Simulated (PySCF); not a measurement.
C3H10P2Si2.
Atom-mapped SMILES: `[CH2:1]1[CH2:2][CH:3]1[SiH:4]1[PH:5][SiH2:6][PH:7]1` (hydrogens: H8, H9 on C1; H10, H11 on C2; H12 on C3; H13 on Si4; H14 on P5; H15, H16 on Si6; H17 on P7)

Theory: TDDFT PBE0/def2-SVPD, vertical, gas phase, core orbitals frozen in the response in PySCF. One conformer (not necessarily the lowest) at the PBE0-D3(BJ)/def2-SVP geometry, without solvent, vibrations or thermal averaging.

Computed states:

| state | E (eV) | f |
| --- | --- | --- |
| S1 | 4.91 | 0.0001 |
| S2 | 5.05 | 0.0004 |
| S3 | 5.12 | 0.0023 |
| S4 | 5.94 | 0.0008 |
| S5 | 6.07 | 0.0065 |
| S6 | 6.08 | 0.0050 |
| S7 | 6.14 | 0.0072 |
| S8 | 6.36 | 0.011 |
| S9 | 6.54 | 0.064 |
| S10 | 6.66 | 0.0004 |

Broadening: Gaussians 0.4 eV wide at half height, area fixed by f = 4.319×10⁻⁹ ∫ε dν̃. The cross-section is σ = 3.8235×10⁻²¹ ε cm², given in Mb (10⁻¹⁸ cm²). The width is an assumption, not a result. The curve ends short of the highest state used, and states not computed would add to its high-energy end.

(1) What does the envelope look like, and where are its maxima?

(2) On this curve, what absorbance would a 10⁻³ mol/L sample give at 254 nm over a 1 cm path?

## Answers

(1) 
E (eV), σ (Mb) and a bar:
```
     4.31       0.00 
     4.35       0.00 
     4.39       0.00 
     4.43       0.00 
     4.47       0.00 
     4.51       0.00 
     4.55       0.01 
     4.59       0.01 
     4.63       0.02 
     4.67       0.03 
     4.72       0.06 
     4.76       0.10 #
     4.80       0.15 #
     4.84       0.22 #
     4.88       0.30 ##
     4.92       0.39 ##
     4.96       0.49 ###
     5.00       0.58 ###
     5.04       0.65 ###
     5.08       0.70 ####
     5.12       0.71 ####
     5.16       0.68 ####
     5.21       0.60 ###
     5.25       0.51 ###
     5.29       0.41 ##
     5.33       0.31 ##
     5.37       0.23 #
     5.41       0.16 #
     5.45       0.11 #
     5.49       0.08 
     5.53       0.07 
     5.57       0.08 
     5.61       0.13 #
     5.65       0.22 #
     5.70       0.42 ##
     5.74       0.67 ####
     5.78       1.02 #####
     5.82       1.48 ########
     5.86       2.06 ###########
     5.90       2.74 ###############
     5.94       3.48 ##################
     5.98       4.24 #######################
     6.02       4.97 ##########################
     6.06       5.65 ##############################
```

Maxima: 243 nm (5.11 eV), ε about 190, made up of S2 (14%) and S3 (84%) (ε in L mol⁻¹ cm⁻¹; maxima over ε = 5, shares over 10%). At its high-energy end, 6.06 eV, the curve is still rising (ε about 1500, from S5, S6, S7 and S8).

(2) 254 nm is 4.881 eV, where ε is about 79 L mol⁻¹ cm⁻¹, so A = ε c l ≈ 0.079 (Beer–Lambert, with the gas-phase spectrum and the assumed width).

All these states lie below the vertical ionisation energy of 8.34 eV (ΔSCF).
